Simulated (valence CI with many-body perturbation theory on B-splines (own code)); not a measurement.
**E1 line list for Os68+**

Computed by configuration interaction combined with many-body perturbation theory (CI+MBPT): six valence electrons over a frozen Dirac-Fock core [He], radial functions for each j: 9 s, 9 p, 8 d, 6 f, 3 g, 1 h, with the one-electron correlation potential Σ1, the two-electron term Σ2, the three-electron term Σ3, Breit, model QED; selected CI, second order for the rest, scaled by the run's own slope (own B-spline code, finite nucleus).

The last digits are not significant, and no measured levels were compared; by estimate large intervals hold to a few tenths of a per cent, small ones and those within an open d or f shell to about a per cent. Among the levels kept, up to 2100 cm⁻¹ of a level comes from second order outside the variational space, and about a tenth of that is noise between levels of different J, which matters for small intervals.

Lines 101 to 150 of 208 in falling wavelength, among levels below 831.94 Ry, chosen from the strongest by gf and those to the six lowest levels. Wavelengths and rates use the calculated energies. Electric multipoles are in the length gauge with retardation, E1 and E2 with the static RPA response of the core. Weak lines are less certain than strong ones. Lines between different terms over intervals too small for the method are left out, as are lines whose strength nearly cancels. The highest levels of a list are the least certain.

Levels are named by their leading jj configuration (3d3/2^4 stands for four electrons in 3d with j = 3/2), which in mixed levels can hold well under half, so a name can repeat and another be missing. Letters in brackets count levels of one name in rising energy.

| λ vac (Å) | Upper | Lower | A (s⁻¹) | S (a.u.) |
| --- | --- | --- | --- | --- |
| 6.050 | (2s 2p1/2^2 2p3/2^2 3p1/2) J=2 [b] | (2s^2 2p1/2^2 2p3/2 3p1/2) J=2 | 2.34e+13 | 1.28e-02 |
| 6.050 | (2s 2p1/2^2 2p3/2^2 3p1/2) J=0 | (2s^2 2p1/2^2 2p3/2 3p1/2) J=1 | 1.39e+13 | 1.52e-03 |
| 6.049 | (2s 2p1/2^2 2p3/2^2 3s) J=2 [b] | (2s^2 2p1/2^2 2p3/2 3s) J=1 | 3.45e+12 | 1.88e-03 |
| 6.046 | (2s 2p1/2^2 2p3/2^2 3p1/2) J=2 [b] | (2s^2 2p1/2^2 2p3/2 3p1/2) J=1 | 2.54e+12 | 1.38e-03 |
| 6.043 | (2s 2p1/2^2 2p3/2^2 3s) J=1 [b] | (2s^2 2p1/2^2 2p3/2 3s) J=2 | 3.60e+12 | 1.18e-03 |
| 6.021 | (2s 2p1/2^2 2p3/2^2 3s) J=2 [b] | (2s^2 2p1/2^2 2p3/2 3s) J=2 | 2.11e+13 | 1.14e-02 |
| 6.020 | (2s 2p1/2 2p3/2^4) J=1 | (2s^2 2p1/2 2p3/2^3) J=1 | 4.30e+12 | 1.39e-03 |
| 5.978 | (2s 2p1/2^2 2p3/2^2 3s) J=0 | (2s^2 2p1/2^2 2p3/2 3s) J=1 | 1.31e+13 | 1.38e-03 |
| 5.917 | (2s 2p1/2^2 2p3/2^3) J=1 | (2s^2 2p1/2^2 2p3/2^2) J=2 | 2.37e+13 | 7.28e-03 |
| 3.464 | (2s 2p1/2 2p3/2^4) J=1 | (2s^2 2p1/2^2 2p3/2^2) J=0 | 7.99e+08 | 4.92e-08 |
| 3.404 | (2s 2p1/2 2p3/2^4) J=1 | (2s^2 2p1/2^2 2p3/2^2) J=2 | 9.82e+10 | 5.74e-06 |
| 1.732 | (2s^2 2p1/2^2 2p3/2 3p1/2) J=1 | (2s 2p1/2^2 2p3/2^3) J=1 | 6.86e+09 | 5.28e-08 |
| 1.732 | (2s^2 2p1/2^2 2p3/2 3p1/2) J=2 | (2s 2p1/2^2 2p3/2^3) J=1 | 4.05e+10 | 5.19e-07 |
| 1.711 | (2s^2 2p1/2^2 2p3/2 3p1/2) J=1 | (2s 2p1/2^2 2p3/2^3) J=2 | 6.47e+10 | 4.80e-07 |
| 1.711 | (2s^2 2p1/2^2 2p3/2 3p1/2) J=2 | (2s 2p1/2^2 2p3/2^3) J=2 | 6.08e+09 | 7.51e-08 |
| 1.648 | (2s^2 2p1/2^2 2p3/2 3s) J=2 | (2s^2 2p1/2 2p3/2^3) J=2 | 8.70e+09 | 9.61e-08 |
| 1.646 | (2s^2 2p1/2^2 2p3/2 3s) J=1 | (2s^2 2p1/2 2p3/2^3) J=2 | 4.50e+09 | 2.97e-08 |
| 1.644 | (2s^2 2p1/2^2 2p3/2 3s) J=2 | (2s^2 2p1/2 2p3/2^3) J=1 | 1.89e+09 | 2.08e-08 |
| 1.642 | (2s^2 2p1/2^2 2p3/2 3s) J=1 | (2s^2 2p1/2 2p3/2^3) J=1 | 1.40e+10 | 9.20e-08 |
| 1.629 | (2s^2 2p1/2^2 2p3/2 3p3/2) J=1 | (2s 2p1/2^2 2p3/2^3) J=1 | 1.23e+10 | 7.90e-08 |
| 1.622 | (2s^2 2p1/2^2 2p3/2 3p3/2) J=2 | (2s 2p1/2^2 2p3/2^3) J=1 | 4.98e+09 | 5.25e-08 |
| 1.617 | (2s^2 2p1/2^2 2p3/2 3p3/2) J=0 | (2s 2p1/2^2 2p3/2^3) J=1 | 4.64e+11 | 9.67e-07 |
| 1.610 | (2s^2 2p1/2^2 2p3/2 3p3/2) J=3 | (2s 2p1/2^2 2p3/2^3) J=2 | 5.10e+10 | 7.36e-07 |
| 1.610 | (2s^2 2p1/2^2 2p3/2 3p3/2) J=1 | (2s 2p1/2^2 2p3/2^3) J=2 | 1.14e+11 | 7.03e-07 |
| 1.604 | (2s^2 2p1/2^2 2p3/2 3p3/2) J=2 | (2s 2p1/2^2 2p3/2^3) J=2 | 7.15e+10 | 7.28e-07 |
| 1.507 | (2s^2 2p1/2^2 2p3/2 3d3/2) J=2 | (2s^2 2p1/2 2p3/2^3) J=2 | 3.07e+10 | 2.59e-07 |
| 1.505 | (2s^2 2p1/2^2 2p3/2 3d3/2) J=3 | (2s^2 2p1/2 2p3/2^3) J=2 | 6.46e+09 | 7.61e-08 |
| 1.504 | (2s^2 2p1/2^2 2p3/2 3d3/2) J=1 | (2s^2 2p1/2 2p3/2^3) J=2 | 6.92e+10 | 3.49e-07 |
| 1.503 | (2s^2 2p1/2^2 2p3/2 3d3/2) J=2 | (2s^2 2p1/2 2p3/2^3) J=1 | 1.11e+11 | 9.29e-07 |
| 1.501 | (2s^2 2p1/2^2 2p3/2 3d3/2) J=1 | (2s^2 2p1/2 2p3/2^3) J=1 | 2.22e+09 | 1.11e-08 |
| 1.500 | (2s^2 2p1/2^2 2p3/2 3d3/2) J=0 | (2s^2 2p1/2 2p3/2^3) J=1 | 5.25e+10 | 8.75e-08 |
| 1.484 | (2s^2 2p1/2^2 2p3/2 3d5/2) J=2 | (2s^2 2p1/2 2p3/2^3) J=2 | 4.80e+09 | 3.87e-08 |
| 1.481 | (2s^2 2p1/2^2 2p3/2 3d5/2) J=3 | (2s^2 2p1/2 2p3/2^3) J=2 | 6.78e+09 | 7.60e-08 |
| 1.480 | (2s^2 2p1/2^2 2p3/2 3d5/2) J=2 | (2s^2 2p1/2 2p3/2^3) J=1 | 1.62e+09 | 1.29e-08 |
| 1.478 | (2s^2 2p1/2^2 2p3/2 3d5/2) J=1 | (2s^2 2p1/2 2p3/2^3) J=2 | 7.04e+09 | 3.37e-08 |
| 1.475 | (2s^2 2p1/2^2 2p3/2 3d5/2) J=1 | (2s^2 2p1/2 2p3/2^3) J=1 | 1.97e+10 | 9.36e-08 |
| 1.422 | (2s^2 2p1/2 2p3/2^2 3p1/2) J=1 [a] | (2s 2p1/2^2 2p3/2^3) J=1 | 1.26e+11 | 5.34e-07 |
| 1.420 | (2s^2 2p1/2 2p3/2^2 3p1/2) J=2 [a] | (2s 2p1/2^2 2p3/2^3) J=1 | 5.39e+09 | 3.81e-08 |
| 1.411 | (2s^2 2p1/2 2p3/2^2 3p1/2) J=2 [b] | (2s 2p1/2^2 2p3/2^3) J=1 | 6.37e+11 | 4.41e-06 |
| 1.409 | (2s^2 2p1/2 2p3/2^2 3p1/2) J=1 [b] | (2s 2p1/2^2 2p3/2^3) J=1 | 6.94e+10 | 2.88e-07 |
| 1.407 | (2s^2 2p1/2 2p3/2^2 3p1/2) J=1 [a] | (2s 2p1/2^2 2p3/2^3) J=2 | 9.59e+09 | 3.96e-08 |
| 1.406 | (2s^2 2p1/2 2p3/2^2 3p1/2) J=2 [a] | (2s 2p1/2^2 2p3/2^3) J=2 | 4.81e+10 | 3.30e-07 |
| 1.404 | (2s^2 2p1/2 2p3/2^2 3p1/2) J=3 | (2s 2p1/2^2 2p3/2^3) J=2 | 9.69e+10 | 9.26e-07 |
| 1.401 | (2s^2 2p1/2 2p3/2^2 3p1/2) J=0 | (2s 2p1/2^2 2p3/2^3) J=1 | 1.13e+12 | 1.54e-06 |
| 1.397 | (2s^2 2p1/2 2p3/2^2 3p1/2) J=2 [b] | (2s 2p1/2^2 2p3/2^3) J=2 | 1.07e+12 | 7.17e-06 |
| 1.395 | (2s^2 2p1/2 2p3/2^2 3p1/2) J=1 [b] | (2s 2p1/2^2 2p3/2^3) J=2 | 4.97e+10 | 2.00e-07 |
| 1.379 | (2s 2p1/2^2 2p3/2^2 3s) J=2 [a] | (2s 2p1/2^2 2p3/2^3) J=1 | 2.48e+13 | 1.60e-04 |
| 1.370 | (2s 2p1/2^2 2p3/2^2 3s) J=3 | (2s 2p1/2^2 2p3/2^3) J=2 | 4.27e+13 | 3.79e-04 |
| 1.367 | (2s^2 2p1/2^2 2p3/2 3s) J=1 | (2s^2 2p1/2^2 2p3/2^2) J=0 | 8.78e+13 | 3.32e-04 |
| 1.366 | (2s 2p1/2^2 2p3/2^2 3s) J=1 [a] | (2s 2p1/2^2 2p3/2^3) J=1 | 2.69e+13 | 1.02e-04 |
